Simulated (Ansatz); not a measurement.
Consider the formal exchange of groups at a C–Br bond: `FC1(Br)C[SiH2]1` + `C=N` → `N=CC1(F)C[SiH2]1` + HBr.

Isolated molecules relaxed with PBE0-D4/def2-TZVP in Ansatz; ΔE leaves out vibrations. CCSD(T)/CBS is the MP2 limit (def2-TZVPP, def2-QZVPP) plus CCSD(T) − MP2 in def2-TZVPP, frozen cores. This one scheme is used for every species. Functionals use def2-TZVPP. B3LYP here is the variant with VWN-RPA as its local correlation; programs differ in this. For Br outer-core shells are correlated without core-valence functions, which leaves a few kJ/mol of doubt a bond. Scalar relativity is left out up to krypton. Each species was taken in one conformer, which may not be the lowest.

```tsv
level	ΔE (kcal/mol)	difference from CCSD(T)/CBS
PBE-D4	-13.6	-0.7
r2SCAN-D4	-14.8	-1.9
B3LYP-D4	-13.3	-0.4
ωB97X-V	-13.5	-0.6
ωB97M-V	-13.5	-0.6
B2PLYP	-13.1	-0.2
MP2/def2-TZVPP	-13.2	-0.3
CCSD/def2-TZVPP	-13.5	-0.6
HF/CBS(def2)	-13.7	-0.8
CCSD/CBS(def2)	-13.0	-0.1
CCSD(T)/CBS	-12.9	0
```

Largest T1 diagnostic among the species: 0.013.

From PBE to PBE0 (25 % exact exchange), in def2-TZVPP and without D4, ΔE moves by −0.9 kcal/mol.
